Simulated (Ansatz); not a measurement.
A nudged elastic band was laid between two geometries of CH$_{2}$Cl$_{2}$Si (6 atoms, charge 0, multiplicity 1).

These are results of RKS r2SCANh-D4/6-31G* in Ansatz, not measurements.

- movable images: 5
- climbing image: yes
- spring: 5.0 eV/Å²
- optimiser: quadratic models (default)
- start path: IDPP
- force threshold: 0.05 eV/Å
- iteration limit: 60
- end points: relaxed

First end point:

```xyz
6
Properties=species:S:1:pos:R:3
Cl 0.801 -0.445 -2.113
C 0.808 -0.201 -0.403
Si -0.542 0.179 0.578
Cl -2.425 0.407 -0.148
H 1.788 -0.308 0.054
H -0.430 0.368 2.032
```

Last end point:

```xyz
6
Properties=species:S:1:pos:R:3
Cl 2.321 -0.418 -0.053
C 0.680 -0.203 -0.578
Si -0.592 0.177 0.503
Cl -2.496 0.415 -0.182
H 0.542 -0.332 -1.646
H -0.455 0.361 1.955
```

(1) What changes between the two ends?

(2) Give the energies along the band, and the barrier.

(3) What is the geometry of the highest image?

## Answers

(1) No bond is made or broken. The dihedral Cl1–C2–Si3–Cl4 goes from 0 to -180°.

(2) The forces met the threshold. The highest image is number 4 of 0 to 6, 31.3 kcal/mol above the first end and 30.8 kcal/mol above the last; the last end lies 0.5 kcal/mol above the first. The profile has 2 maxima (images 2, 4) with wells between them (image 3): this band takes more than one step, which may be the mechanism or a detour left from its start path. A vibrational analysis at the climbing image gives one clearly imaginary mode, 196i cm⁻¹: a first-order saddle point.

```csv
image,path coordinate (Å),energy (kcal/mol),dihedral Cl1–C2–Si3–Cl4 (°)
0,0.00,0.0,0
1,0.87,8.9,-13
2,1.74,30.6,-41
3,2.61,28.2,-87
4,3.49,31.3,-119
5,4.37,10.7,-141
6,5.25,0.5,-180
```

(3) 
```xyz
6
Properties=species:S:1:pos:R:3
Cl 0.576 -1.670 -0.680
C 1.190 0.155 -0.179
Si -0.449 0.145 0.396
Cl -2.080 1.307 -0.093
H 1.583 0.604 -1.085
H -0.819 -0.540 1.640
```

Run time: 4.8 min on 1 thread of Intel(R) Xeon(R) 6975P-C (Granite Rapids), on a shared host, peak memory 0.2 GiB.
